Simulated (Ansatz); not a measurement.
`O[Si@H](Cl)[Si@H](F)Cl` → `O[SiH](Cl)Cl` + `F[SiH]`  (silylene formation by 1,1-elimination)

Gas-phase electronic energies from Ansatz, PBE0-D4/def2-TZVP geometries. CCSD(T)/CBS is the MP2 limit (def2-TZVPP, def2-QZVPP) plus CCSD(T) − MP2 in def2-TZVPP, frozen cores. This one scheme is used for every species. DFT in def2-TZVPP. B3LYP here is the variant with VWN-RPA as its local correlation; programs differ in this. Each species was taken in one conformer, which may not be the lowest.

| level | ΔE (kJ/mol) |
| --- | --- |
| B3LYP-D4 | 184.7 |
| BLYP | 154.6 |

(1) What does CCSD(T)/CBS give? (Estimate.)

Largest T1 diagnostic among the species: 0.015.

Answers

(1) The calculation gave: +186.1 kJ/mol. The listed levels differ from it by -1.4, -31.5 kJ/mol.

In def2-TZVPP, CCSD(T) changes the Hartree–Fock value by +12.1 kJ/mol (the triples alone add +3.7 kJ/mol) and MP2 by +24.2 kJ/mol. From BLYP to BHLYP (50 % exact exchange), in def2-TZVPP and without D4, ΔE moves by +23.7 kJ/mol.

CCSD(T)/CBS has its own doubt, a few kJ/mol and more with outer-core shells, so smaller differences from it don't rank the levels.
